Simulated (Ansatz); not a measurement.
Basis-set series for C2H5AlO2S (`[OH][Al]1[CH2]SC[O]1`). Charge 0, multiplicity 1. Geometry: relaxed with PBE0-D4/def2-TZVP. It is one conformer, not always the lowest.

| functional | basis | functions | energy (Eh) | HOMO (eV) | LUMO (eV) |
| --- | --- | --- | --- | --- | --- |
| PBE0-D4 | def2-SVP | 117 | -869.51472 | -6.32 | -0.24 |
| PBE0-D4 | def2-TZVPP | 278 | -870.01834 | -6.42 | -0.48 |
| ωB97M-V | def2-SVP | 117 | -869.89566 | -8.51 | 1.37 |
| ωB97M-V | def2-TZVPP | 278 | -870.40503 | -8.63 | 1.09 |

Task: Give the rows for def2-QZVPP. (An estimate is asked.)

Result: Computed: 
```csv
functional,basis,functions,energy (Eh),HOMO (eV),LUMO (eV)
PBE0-D4,def2-QZVPP,518,-870.05162,-6.46,-0.72
ωB97M-V,def2-QZVPP,518,-870.43662,-8.68,0.54
```

Positive LUMOs are unbound and depend on the basis.
